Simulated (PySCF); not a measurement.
BeBrI, SMILES [Br][Be][I]. Atoms are numbered in the order given.

```xyz
3

Be     0.0000     0.0000    -0.5033
Br     0.0000     0.0000    -2.4592
I      0.0000     0.0000     1.6620
```

The structure is a stationary point at B3LYP-D3(BJ)/def2-TZVP. The def2 effective core potentials stand for the cores of I; spin–orbit coupling is left out.

These are PySCF 2.14.0 with IEF-PCM-PBE0/def2-SVP values and carry that method's errors.

The values are the electrostatic part of the solvation free energy, E(continuum) − E(gas) at the gas-phase geometry, in a cavity of scaled van der Waals radii (PySCF's table); cavitation and dispersion terms are not included. A continuum can't describe solvent molecules that bind to the metal. In vacuum the orbital gap is 7.34 eV. The dipole moment in vacuum is 0.17 D.

**Question.** Estimate the values in water (ε = 78.36), cyclohexanone (ε = 15.62), acetonitrile (ε = 35.69). (Estimate from the structure and the level; the computed values follow.)

**Answer.** 
```json
[
 {"solvent": "water", "ε": "78.36", "ΔG(elec) (kcal/mol)": "-4.0", "dipole (D)": "0.07", "gap (eV)": "7.63"},
 {"solvent": "cyclohexanone", "ε": "15.62", "ΔG(elec) (kcal/mol)": "-3.6", "dipole (D)": "0.09", "gap (eV)": "7.60"},
 {"solvent": "acetonitrile", "ε": "35.69", "ΔG(elec) (kcal/mol)": "-3.9", "dipole (D)": "0.08", "gap (eV)": "7.62"}
]
```
